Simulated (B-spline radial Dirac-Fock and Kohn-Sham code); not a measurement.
# Photoemission from Al²⁺ at 15000 eV, detector at θ = 45°, φ = 0°

System: aluminum as Al²⁺, [Ne] 3s1. These are calculated numbers from a radial finite-basis atomic code; the model is Dirac-Hartree-Slater photoionisation with a Latter tail; cross sections with all multipoles, angular parameters from the dipole term and its interference with E2. Thresholds are orbital energies of the model. For linearly polarised light dσ/dΩ = σ/(4π) [1 + β P₂(cos θ) + (δ + γ cos²θ) sin θ cos φ], with θ from the polarisation vector and φ the angle between the beam and the projection of the electron momentum on the plane normal to the polarisation. The dipole factor is 1 + βP₂ and the non-dipole term is the rest of the bracket. Open shells are filled statistically over j.

```
subshell  threshold (eV)    σ (kb)     β     γ      δ  dipole factor  non-dipole term  dσ/dΩ (kb/sr)
      1s          1571.6     0.313  2.00  2.65  0.000          1.500           +0.936         0.0607
      2s           140.2    0.0204  2.00  2.70  0.000          1.500           +0.954        0.00399
   2p1/2           102.4  0.000546  0.16  1.16  0.427          1.041           +0.712       7.61e-05
   2p3/2           101.9   0.00104  0.12  1.09  0.434          1.030           +0.692       0.000143
      3s           28.57  0.000905  2.00  2.71  0.000          1.500           +0.957       0.000177
```
